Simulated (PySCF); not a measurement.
Bonds (- single, = double, # triple, : aromatic): O1-C2, C2:C3, C3:C4, C4:C5, C5:C6, C6:C7, C7-O8, O8-Si9, C7:C2. O1 carries H10; C3 carries H11; C4 carries H12; C5 carries H13; C6 carries H14; Si9 carries H15, H16, H17.

Geometry: GFN2-xTB; GIAO absolute shieldings from PySCF 2.14.0 with density-fitted response routines, gas phase, non-relativistic, averaged over equivalent atoms.

At HF/6-31G* (146 basis functions, 16 s wall time on 1 thread of an Intel Xeon Platinum 8488C, shared host):
```tsv
atoms	σ (ppm)
O1	275.6
O8	305.8
C2	56.8
C7	64.1
C4	79.6
C5	85.2
C3	87.0
C6	87.8
Si9	472.6
H12	25.60
H11	25.62
H13	25.91
H14	25.98
H15/H16/H17	27.76
H10	27.76
```

Estimate the result of repeating the calculation with PBE0/pcSseg-1.

Results:


| atoms | σ at PBE0/pcSseg-1 | change |
| --- | --- | --- |
| O1 | 232.4 | -43.2 |
| O8 | 269.0 | -36.8 |
| C2 | 31.9 | -24.9 |
| C7 | 38.9 | -25.2 |
| C4 | 58.4 | -21.2 |
| C5 | 63.5 | -21.7 |
| C3 | 66.5 | -20.5 |
| C6 | 69.0 | -18.8 |
| Si9 | 389.2 | -83.4 |
| H12 | 24.45 | -1.15 |
| H11 | 24.43 | -1.19 |
| H13 | 24.72 | -1.19 |
| H14 | 24.84 | -1.14 |
| H15/H16/H17 | 26.52 | -1.24 |
| H10 | 26.03 | -1.73 |

The largest change is at Si9 (silicon bonded to O, 3 H). Cost: 200 basis functions, 32 s wall time on 1 thread of an Intel Xeon Platinum 8488C, shared host. The order of the carbon signals is the same at both levels.
